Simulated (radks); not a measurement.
The dysprosium ion Dy+ inside a hard spherical wall (all orbitals vanish at R), configuration held at [Xe] 4f10 6s1 and not refilled when levels cross. Calculated with a radial shooting solver on a logarithmic mesh with Libxc functionals: scalar-relativistic Kohn-Sham, PBE, spin-polarised, spherical densities, point nucleus; open shells are filled with parallel spins first (spin-orbit coupling, left out, can overturn this in heavy ions). Eigenvalues in eV for spin up, with the zero of energy where the potential of the charges vanishes at infinity; a dash marks a level that is unbound or too diffuse for the functional's potential to be trusted. A positive occupied level is held by the wall or, in an anion where self-interaction has pushed it up, behind a barrier. The pressure on the wall is -dE/dV.

| R (bohr) | E (hartree) | kinetic (hartree) | e(5s) | e(5p) | e(4f) | e(6s) | e(5d, empty) | e(6p, empty) | pressure (GPa) |
|---|---|---|---|---|---|---|---|---|---|
| free | -12157.1433 | 13117.284 | -56.143 | -32.383 | -10.735 | -9.227 | -7.234 | -5.721 | 0 |
| 20 | -12157.1433 | 13117.284 | -56.143 | -32.383 | -10.735 | -9.227 | -7.234 | -5.721 | < 0.0001 |
| 15 | -12157.1433 | 13117.284 | -56.143 | -32.383 | -10.735 | -9.227 | -7.234 | -5.721 | < 0.0001 |
| 8 | -12157.1398 | 13117.315 | -55.999 | -32.242 | -10.592 | -9.064 | -7.093 | -5.204 | 0.151 |
| 7 | -12157.1321 | 13117.367 | -55.797 | -32.048 | -10.390 | -8.763 | -6.879 | -4.510 | 0.618 |
| 6 | -12157.1082 | 13117.497 | -55.381 | -31.653 | -9.966 | -7.944 | -6.382 | -2.910 | 2.59 |
| 5 | -12157.0327 | 13117.844 | -54.531 | -30.860 | -9.062 | -5.657 | -5.201 | 0.974 | 12.2 |
| 3.5 | -12156.3474 | 13120.858 | -50.205 | -26.638 | -3.955 | 10.269 | 1.848 | 23.396 | 233 |
| 3 | -12155.3315 | 13125.246 | -45.669 | -21.740 | 1.645 | 28.456 | 9.554 | 46.202 | 830 |
| 2 | -12143.1545 | 13170.659 | -9.022 | 21.734 | 40.367 | 168.79 | 69.788 | 204.58 | 19400 |
| 1.5 | -12105.6419 | 13293.596 | 84.609 | 131.26 | 108.91 | 459.61 | 203.38 | 513.40 | 156000 |
